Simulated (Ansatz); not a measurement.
Ansatz (a first-principles code) input for Ta(NMe)(F)2(OH) (CH4F2NOTa), SMILES C[N]=[Ta]([OH])([F])[F], multiplicity 1, PBE-D3(BJ)/def2-SVP. 

Ansatz 0.2 input:
```yaml
crystal:
  periodic: [false, false, false]
  atoms:
    - {symbol: Ta, position_ang: [-0.03124409, 0.09358306, 0.20817943]}
    - {symbol: N, position_ang: [0.16906939, -0.72711475, -1.37137201]}
    - {symbol: C, position_ang: [0.25204463, -1.52217539, -2.53699995]}
    - {symbol: H, position_ang: [1.29874058, -1.74829582, -2.76597246]}
    - {symbol: H, position_ang: [-0.28908317, -2.46663558, -2.40661615]}
    - {symbol: H, position_ang: [-0.17796452, -0.98837506, -3.39070638]}
    - {symbol: F, position_ang: [1.72626626, 0.72889708, 0.64085968]}
    - {symbol: F, position_ang: [-1.03625789, 1.67643964, -0.20106534]}
    - {symbol: O, position_ang: [-0.78454085, -0.92487586, 1.52820351]}
    - {symbol: H, position_ang: [-1.18037601, -1.65442505, 2.00402368]}
basis:
  gaussian:
    orbitals: def2-SVP
hamiltonian:
  xc: pbe
  dispersion: d3bj
relax: {f_tol: 0.002, max_steps: 200}
```

Program output:

```
WARN ansatz: RAYON_NUM_THREADS=1 ignored (pool sized by the plan → 1); use --threads N
Functional definition: PBE
integrals: 0.06 GiB planned
1305 factors; their error is unknown
mean field: 0.36 GiB planned
mean field evaluation 1: about -11592.0449 eV, gradient 1.0e2 eV
mean field evaluation 2: about -11360.0935 eV, gradient 3.0e2 eV
mean field evaluation 4: about -11608.3399 eV, gradient 5.1e1 eV
mean field evaluation 8: about -11613.6188 eV, gradient 1.1e0 eV
mean field evaluation 16: about -11613.5584 eV, gradient 2.1e-3 eV
mean field -11613.55836896 eV, -426.7903981068 hartree, gradient 6.7e-5 eV, S^2 0.000000; 0 other end points of the search recorded, 0 dependent functions left out
the calculation of the forces begins
reference -11613.55843122 eV, -426.7904003946 hartree; 28, 28 occupied and 94, 94 virtual orbitals, 1305 factors
relax step   1: F+E_penalty+E_count = -11613.73880004 eV  Δ(F+E_penalty+E_count) = +0.000e0 eV  max|allowed force component| = 2.534e0 eV/Å  Δτ_max = 0.0000 Å  (31 SCF iters, accepted)
these checks for a lower state are left out or cut short: starts, cluster_reference, orbital_swaps, neighbouring_geometries, increment
integrals: 0.06 GiB planned
1305 factors; their error is unknown
mean field: 0.36 GiB planned
mean field -11613.74123533 eV, -426.7971183219 hartree, gradient 2.1e-5 eV, S^2 0.000000; 0 other end points of the search recorded, 0 dependent functions left out
the calculation of the forces begins
reference -11613.74129730 eV, -426.7971205992 hartree; 28, 28 occupied and 94, 94 virtual orbitals, 1305 factors
[...]
the calculation of the forces begins
reference -11613.80518082 eV, -426.7994682753 hartree; 28, 28 occupied and 94, 94 virtual orbitals, 1305 factors
relax step   5: F+E_penalty+E_count = -11613.98615586 eV  Δ(F+E_penalty+E_count) = -1.694e-2 eV  max|allowed force component| = 8.303e-1 eV/Å  Δτ_max = 0.0999 Å  (32 SCF iters, accepted)
these checks for a lower state are left out or cut short: starts, cluster_reference, orbital_swaps, neighbouring_geometries, increment
integrals: 0.06 GiB planned
1305 factors; their error is unknown
mean field: 0.36 GiB planned
mean field -11613.80903668 eV, -426.7996099754 hartree, gradient 2.4e-5 eV, S^2 0.000000; 0 other end points of the search recorded, 0 dependent functions left out
the calculation of the forces begins
reference -11613.80909934 eV, -426.7996122783 hartree; 28, 28 occupied and 94, 94 virtual orbitals, 1305 factors
relax step   6: F+E_penalty+E_count = -11613.98996278 eV  Δ(F+E_penalty+E_count) = -3.807e-3 eV  max|allowed force component| = 3.077e-1 eV/Å  Δτ_max = 0.1550 Å  (38 SCF iters, accepted)
these checks for a lower state are left out or cut short: starts, cluster_reference, orbital_swaps, neighbouring_geometries, increment
integrals: 0.06 GiB planned
1305 factors; their error is unknown
mean field: 0.36 GiB planned
mean field evaluation 64: about -11613.8242 eV, gradient 6.5e-5 eV
mean field -11613.82422888 eV, -426.8001682787 hartree, gradient 1.8e-5 eV, S^2 0.000000; 0 other end points of the search recorded, 0 dependent functions left out
the calculation of the forces begins
reference -11613.82429116 eV, -426.8001705672 hartree; 28, 28 occupied and 94, 94 virtual orbitals, 1305 factors
relax step   7: F+E_penalty+E_count = -11614.00529276 eV  Δ(F+E_penalty+E_count) = -1.533e-2 eV  max|allowed force component| = 1.690e-1 eV/Å  Δτ_max = 0.1139 Å  (39 SCF iters, accepted)
these checks for a lower state are left out or cut short: starts, cluster_reference, orbital_swaps, neighbouring_geometries, increment
integrals: 0.06 GiB planned
1305 factors; their error is unknown
mean field: 0.36 GiB planned
mean field -11613.82666131 eV, -426.8002576686 hartree, gradient 1.7e-5 eV, S^2 0.000000; 0 other end points of the search recorded, 0 dependent functions left out
the calculation of the forces begins
reference -11613.82672362 eV, -426.8002599585 hartree; 28, 28 occupied and 94, 94 virtual orbitals, 1305 factors
relax step   8: F+E_penalty+E_count = -11614.00826666 eV  Δ(F+E_penalty+E_count) = -2.974e-3 eV  max|allowed force component| = 1.332e-1 eV/Å  Δτ_max = 0.0510 Å  (32 SCF iters, accepted)
these checks for a lower state are left out or cut short: starts, cluster_reference, orbital_swaps, neighbouring_geometries, increment
integrals: 0.06 GiB planned
1305 factors; their error is unknown
mean field: 0.36 GiB planned
mean field -11613.82726916 eV, -426.8002800067 hartree, gradient 1.8e-5 eV, S^2 0.000000; 0 other end points of the search recorded, 0 dependent functions left out
the calculation of the forces begins
reference -11613.82733146 eV, -426.8002822962 hartree; 28, 28 occupied and 94, 94 virtual orbitals, 1305 factors
relax step   9: F+E_penalty+E_count = -11614.00910824 eV  Δ(F+E_penalty+E_count) = -8.416e-4 eV  max|allowed force component| = 4.658e-2 eV/Å  Δτ_max = 0.0403 Å  (34 SCF iters, accepted)
these checks for a lower state are left out or cut short: starts, cluster_reference, orbital_swaps, neighbouring_geometries, increment
integrals: 0.06 GiB planned
1305 factors; their error is unknown
mean field: 0.36 GiB planned
mean field -11613.82743915 eV, -426.8002862537 hartree, gradient 1.7e-5 eV, S^2 0.000000; 0 other end points of the search recorded, 0 dependent functions left out
the calculation of the forces begins
reference -11613.82750149 eV, -426.8002885446 hartree; 28, 28 occupied and 94, 94 virtual orbitals, 1305 factors
relax step  10: F+E_penalty+E_count = -11614.00918464 eV  Δ(F+E_penalty+E_count) = -7.640e-5 eV  max|allowed force component| = 1.540e-2 eV/Å  Δτ_max = 0.0083 Å  (33 SCF iters, accepted)
these checks for a lower state are left out or cut short: starts, cluster_reference, orbital_swaps, neighbouring_geometries, increment
integrals: 0.06 GiB planned
1305 factors; their error is unknown
mean field: 0.36 GiB planned
mean field -11613.82748873 eV, -426.8002880757 hartree, gradient 1.7e-5 eV, S^2 0.000000; 0 other end points of the search recorded, 0 dependent functions left out
the calculation of the forces begins
reference -11613.82755104 eV, -426.8002903658 hartree; 28, 28 occupied and 94, 94 virtual orbitals, 1305 factors
relax step  11: F+E_penalty+E_count = -11614.00925243 eV  Δ(F+E_penalty+E_count) = -6.779e-5 eV  max|allowed force component| = 7.567e-4 eV/Å  Δτ_max = 0.0082 Å  (34 SCF iters, accepted)
these checks for a lower state are left out or cut short: starts, cluster_reference, orbital_swaps, neighbouring_geometries, increment
integrals: 0.06 GiB planned
1305 factors; their error is unknown
mean field: 0.36 GiB planned
mean field evaluation 96: about -11613.8929 eV, gradient 7.9e-1 eV
mean field -11613.82749951 eV, -426.8002884722 hartree, gradient 1.7e-5 eV, S^2 0.000000; 0 other end points of the search recorded, 0 dependent functions left out
the calculation of the forces begins
reference -11613.82756182 eV, -426.8002907619 hartree; 28, 28 occupied and 94, 94 virtual orbitals, 1305 factors
relax step  12: F+E_penalty+E_count = -11614.00927275 eV  Δ(F+E_penalty+E_count) = -2.032e-5 eV  max|allowed force component| = 4.033e-3 eV/Å  Δτ_max = 0.0091 Å  (34 SCF iters, accepted)
these checks for a lower state are left out or cut short: starts, cluster_reference, orbital_swaps, neighbouring_geometries, increment
integrals: 0.06 GiB planned
1305 factors; their error is unknown
mean field: 0.36 GiB planned
mean field -11613.82751998 eV, -426.8002892242 hartree, gradient 1.7e-5 eV, S^2 0.000000; 0 other end points of the search recorded, 0 dependent functions left out
the calculation of the forces begins
reference -11613.82758227 eV, -426.8002915134 hartree; 28, 28 occupied and 94, 94 virtual orbitals, 1305 factors
relax step  13: F+E_penalty+E_count = -11614.00930020 eV  Δ(F+E_penalty+E_count) = -2.744e-5 eV  max|allowed force component| = 1.167e-2 eV/Å  Δτ_max = 0.0229 Å  (33 SCF iters, accepted)
these checks for a lower state are left out or cut short: starts, cluster_reference, orbital_swaps, neighbouring_geometries, increment
integrals: 0.06 GiB planned
1305 factors; their error is unknown
mean field: 0.36 GiB planned
mean field -11613.82753644 eV, -426.8002898290 hartree, gradient 1.7e-5 eV, S^2 0.000000; 0 other end points of the search recorded, 0 dependent functions left out
the calculation of the forces begins
reference -11613.82759873 eV, -426.8002921183 hartree; 28, 28 occupied and 94, 94 virtual orbitals, 1305 factors
relax step  14: F+E_penalty+E_count = -11614.00931246 eV  Δ(F+E_penalty+E_count) = -1.226e-5 eV  max|allowed force component| = 9.974e-3 eV/Å  Δτ_max = 0.0042 Å  (35 SCF iters, accepted)
these checks for a lower state are left out or cut short: starts, cluster_reference, orbital_swaps, neighbouring_geometries, increment
integrals: 0.06 GiB planned
1305 factors; their error is unknown
mean field: 0.36 GiB planned
mean field -11613.82755704 eV, -426.8002905860 hartree, gradient 1.7e-5 eV, S^2 0.000000; 0 other end points of the search recorded, 0 dependent functions left out
the calculation of the forces begins
reference -11613.82761933 eV, -426.8002928754 hartree; 28, 28 occupied and 94, 94 virtual orbitals, 1305 factors
relax step  15: F+E_penalty+E_count = -11614.00932685 eV  Δ(F+E_penalty+E_count) = -1.439e-5 eV  max|allowed force component| = 4.958e-3 eV/Å  Δτ_max = 0.0107 Å  (34 SCF iters, accepted)
these checks for a lower state are left out or cut short: starts, cluster_reference, orbital_swaps, neighbouring_geometries, increment
integrals: 0.06 GiB planned
1305 factors; their error is unknown
mean field: 0.36 GiB planned
mean field evaluation 128: about -11613.8276 eV, gradient 1.0e-3 eV
mean field -11613.82756053 eV, -426.8002907143 hartree, gradient 1.7e-5 eV, S^2 0.000000; 0 other end points of the search recorded, 0 dependent functions left out
the calculation of the forces begins
reference -11613.82762282 eV, -426.8002930036 hartree; 28, 28 occupied and 94, 94 virtual orbitals, 1305 factors
relax step  16: F+E_penalty+E_count = -11614.00933019 eV  Δ(F+E_penalty+E_count) = -3.343e-6 eV  max|allowed force component| = 3.538e-3 eV/Å  Δτ_max = 0.0068 Å  (34 SCF iters, accepted)
these checks for a lower state are left out or cut short: starts, cluster_reference, orbital_swaps, neighbouring_geometries, increment
integrals: 0.06 GiB planned
1305 factors; their error is unknown
mean field: 0.36 GiB planned
mean field -11613.82756169 eV, -426.8002907572 hartree, gradient 1.7e-5 eV, S^2 0.000000; 0 other end points of the search recorded, 0 dependent functions left out
the calculation of the forces begins
reference -11613.82762399 eV, -426.8002930465 hartree; 28, 28 occupied and 94, 94 virtual orbitals, 1305 factors
relax step  17: F+E_penalty+E_count = -11614.00933105 eV  Δ(F+E_penalty+E_count) = -8.597e-7 eV  max|allowed force component| = 1.285e-3 eV/Å  Δτ_max = 0.0036 Å  (34 SCF iters, accepted)
integrals: 0.06 GiB planned
1305 factors; their error is unknown
mean field: 0.36 GiB planned
mean field evaluation 160: about -11613.8276 eV, gradient 4.3e-5 eV
mean field -11613.82756169 eV, -426.8002907572 hartree, gradient 1.8e-5 eV, S^2 0.000000; 1 other end points of the search recorded, 0 dependent functions left out
the calculation of the forces begins
reference -11613.82762399 eV, -426.8002930465 hartree; 28, 28 occupied and 94, 94 virtual orbitals, 1305 factors
Total energy: -11614.00939335 eV, -426.8069729472 hartree
Atom 0 at     0.026861     0.228433     0.208823 Å, force     0.000110     0.000484     0.000256 eV/Å
Atom 1 at     0.122053    -0.777323    -1.254660 Å, force    -0.000048     0.000150     0.000456 eV/Å
Atom 2 at     0.222590    -1.539420    -2.451958 Å, force     0.000065    -0.000822    -0.001285 eV/Å
Atom 3 at     1.281716    -1.658374    -2.774115 Å, force    -0.000587     0.000127     0.000229 eV/Å
Atom 4 at    -0.199268    -2.561846    -2.321412 Å, force     0.000215     0.000612     0.000060 eV/Å
Atom 5 at    -0.330144    -1.059287    -3.290791 Å, force     0.000321    -0.000209     0.000510 eV/Å
Atom 6 at     1.814518     0.677105     0.698777 Å, force    -0.000107    -0.000036    -0.000033 eV/Å
Atom 7 at    -1.051093     1.742236    -0.219535 Å, force     0.000041    -0.000074    -0.000011 eV/Å
Atom 8 at    -0.804146    -0.835519     1.567906 Å, force     0.000162    -0.000062    -0.000449 eV/Å
Atom 9 at    -1.136432    -1.748983     1.545500 Å, force    -0.000173    -0.000169     0.000267 eV/Å
Dipole moment:    -0.174824    -0.531084    -0.070316 e Å
```

Self-consistency was reached.

Cost: about 70 core-seconds (a rough figure).
